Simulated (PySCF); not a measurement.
A PySCF script (with the pyscf-properties extension) for the NMR shieldings of `CCC1=CC(C)=C[P@H+]1C`, [C8H14P]+, on a GFN2-xTB geometry:

```python
import basis_set_exchange as bse
import numpy as np
from pyscf import gto, dft
from pyscf.prop import nmr

atoms = """
C    -2.710737   -0.759650    0.823448
C    -1.804616   -1.139394   -0.343934
C    -0.430333   -0.599222   -0.158906
C     0.761710   -1.174916   -0.394485
C     1.948912   -0.361532   -0.105834
C     3.299820   -0.907018   -0.352964
C     1.669997    0.870947    0.378901
P    -0.095468    1.056483    0.494627
C    -0.782627    2.434644   -0.449356
H    -2.333050   -1.179613    1.753305
H    -3.713769   -1.143141    0.660375
H    -2.773712    0.325839    0.924983
H    -1.755690   -2.223841   -0.450710
H    -2.225110   -0.737587   -1.270873
H     0.873461   -2.175415   -0.780160
H     3.471907   -1.772079    0.288070
H     3.379007   -1.253666   -1.383017
H     4.071236   -0.167313   -0.161211
H     2.386573    1.622744    0.655890
H    -0.500648    1.172037    1.806822
H    -0.400639    3.372297   -0.042905
H    -1.871129    2.429415   -0.391814
H    -0.469848    2.336966   -1.490171
"""
names = dict.fromkeys(["C", "P", "H"], "pcSseg-1")
basis = {el: gto.basis.parse(bse.get_basis(n, elements=[el], fmt="nwchem")) for el, n in names.items()}
mol = gto.M(atom=atoms, basis=basis, charge=1, verbose=0)
mf = dft.RKS(mol, xc="PBE0")
mf.grids.level = 2
mf.grids.alignment = dft.numint.BLKSIZE   # the property module wants whole blocks of grid points
mf.conv_tol = 1e-9
mf.kernel()

calc = nmr.RKS(mf)   # GIAO
C = mf.mo_coeff
Co = C[:, mf.mo_occ > 0]
resp = mf.gen_response(singlet=True, hermi=2)
def vind(x):   # induced exchange potential for any number of trial vectors
    d = np.einsum("pi,xij,qj->xpq", C, 2 * x.reshape(-1, C.shape[1], Co.shape[1]), Co, optimize=True)
    return np.einsum("xpq,pi,qj->xij", resp(d - d.transpose(0, 2, 1)), C, Co, optimize=True).ravel()
mo1, _ = nmr.rhf.solve_mo1(calc, with_cphf=vind)
sigma = calc.kernel(mo1)
for i, s in enumerate(sigma):   # ppm
    w = np.linalg.eigvalsh((s + s.T) / 2)
    print("%2d %-2s iso %8.1f  s11 %8.1f  s22 %8.1f  s33 %8.1f" % (i, mol.atom_pure_symbol(i), w.mean(), *w))
```

Question: Give the expected output.

Answer: 
```
 0 C  iso    165.5  s11    146.2  s22    168.6  s33    181.8
 1 C  iso    159.8  s11    145.5  s22    161.6  s33    172.3
 2 C  iso     34.8  s11    -57.4  s22     41.8  s33    120.0
 3 C  iso     30.1  s11    -75.3  s22     41.0  s33    124.6
 4 C  iso      3.5  s11   -121.9  s22     -1.1  s33    133.5
 5 C  iso    162.4  s11    143.9  s22    158.9  s33    184.5
 6 C  iso     79.5  s11    -11.0  s22    105.0  s33    144.7
 7 P  iso    333.1  s11    238.0  s22    352.9  s33    408.4
 8 C  iso    182.0  s11    174.9  s22    179.7  s33    191.3
 9 H  iso     30.2  s11     26.9  s22     28.0  s33     35.7
10 H  iso     29.6  s11     24.7  s22     26.4  s33     37.6
11 H  iso     31.1  s11     26.2  s22     31.6  s33     35.4
12 H  iso     28.6  s11     23.4  s22     27.9  s33     34.6
13 H  iso     28.9  s11     25.2  s22     27.0  s33     34.6
14 H  iso     24.4  s11     21.9  s22     22.6  s33     28.7
15 H  iso     29.0  s11     25.2  s22     26.7  s33     35.1
16 H  iso     29.1  s11     25.1  s22     27.1  s33     35.0
17 H  iso     28.9  s11     24.2  s22     28.2  s33     34.2
18 H  iso     25.8  s11     23.0  s22     27.1  s33     27.5
19 H  iso     25.3  s11     20.9  s22     23.4  s33     31.4
20 H  iso     29.2  s11     23.9  s22     26.2  s33     37.4
21 H  iso     29.3  s11     23.7  s22     27.7  s33     36.4
22 H  iso     29.8  s11     24.9  s22     27.3  s33     37.3
```

These numbers come from an equivalent density-fitted implementation of the same equations, which agrees with the script to about 0.01 ppm for H and up to a few tenths of a ppm for heavy atoms, so last digits may differ.

Question: Turn these shieldings into chemical shifts. δ = σ(ref) − σ, references computed at the same level: 13C (σ = 186.93 ppm), 1H (σ = 31.72 ppm) against TMS; 31P (σ = 318.38 ppm) vs H3PO4.

Answer: Averaging equivalent atoms: C 4: 183.4; C 3: 156.8; C 2: 152.1; C 6: 107.4; C 1: 27.1; C 5: 24.5; C 0: 21.4; C 8: 5.0; P 7: -14.7; H 14: 7.35; H 19: 6.46; H 18: 5.89; H 12: 3.09; H 13: 2.80; H 15/16/17: 2.73; H 20/21/22: 2.29; H 9/10/11: 1.43 ppm. Experimental scales use liquid or dissolved standards, which lie at an offset from isolated H3PO4.

Size and cost of the density-fitted run: 230 basis functions, 76 s wall time on 1 thread of an Intel Xeon Platinum 8488C, shared host; peak memory 1.1 GiB.
